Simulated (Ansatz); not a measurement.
Abridged output of a molecular run in Ansatz:

```
Functional definition: HF
1280 factors; integrals over basis functions are off by at most 1.3e-3 eV
mean field evaluation 1: about -12771.0450 eV, gradient 4.7e1 eV
mean field evaluation 2: about -12771.2355 eV, gradient 4.7e1 eV
mean field evaluation 4: about -12775.7552 eV, gradient 4.1e0 eV
mean field evaluation 8: about -12775.8124 eV, gradient 2.2e-1 eV
mean field -12775.81262412 eV, -469.5024541798 hartree, gradient 1.7e-6 eV, S^2 0.000000; 0 other end points of the search recorded, 0 dependent functions left out
7 core orbitals not correlated: weight in the atoms' cores, before any rotation towards them, 1.000 or more for the frozen orbitals, at most 0.000 for the correlated occupied ones
reference -12775.81262412 eV, -469.5024541798 hartree; 22, 22 occupied and 99, 99 virtual orbitals, 1280 factors
second order -30.76925702 eV of doubles, -0.00000000 eV of singles
cycle   1  -31.25804753 eV  change   -4.9e-1 eV  update   1.1e-1
cycle   2  -31.91091983 eV  change   -6.5e-1 eV  update   3.0e-2
cycle   3  -32.06954081 eV  change   -1.6e-1 eV  update   1.4e-2
cycle   4  -32.06516466 eV  change    4.4e-3 eV  update   2.8e-3
cycle   5  -32.06470848 eV  change    4.6e-4 eV  update   1.1e-3
cycle   6  -32.06510790 eV  change   -4.0e-4 eV  update   3.0e-4
cycle   7  -32.06490865 eV  change    2.0e-4 eV  update   1.1e-4
cycle   8  -32.06483324 eV  change    7.5e-5 eV  update   3.2e-5
cycle   9  -32.06483862 eV  change   -5.4e-6 eV  update   1.0e-5
perturbative correction -0.74366362 eV, -0.0273291340 hartree
Total energy: -12808.62112637 eV, -470.7081443989 hartree
```

Its atoms:

```xyz
13

C    -0.9254   -1.4856    0.7855
N    -0.3206   -0.1731    0.7236
C     0.2657    0.1130   -0.5563
C     0.9922    1.4354   -0.5374
F     2.0235    1.4475    0.3064
F     1.4652    1.7272   -1.7570
F     0.1712    2.4375   -0.1783
H    -0.1510   -2.2502    0.6802
H    -1.6846   -1.6675    0.0074
H    -1.3942   -1.6237    1.7607
H    -0.9997    0.5395    0.9581
H     1.0072   -0.6537   -0.7979
H    -0.4495    0.1537   -1.3950
```

Q: Which basis set was used?
A. def2-QZVPP
B. def2-TZVPP
C. def2-TZVPPD
D. def2-SVP

A: D. It gives 128 functions.

Q: Write the keys of the input that set method, charge and spin (a neutral closed shell needs none for the last two).

A: 
```yaml
correlation: {method: ccsd_t}
```
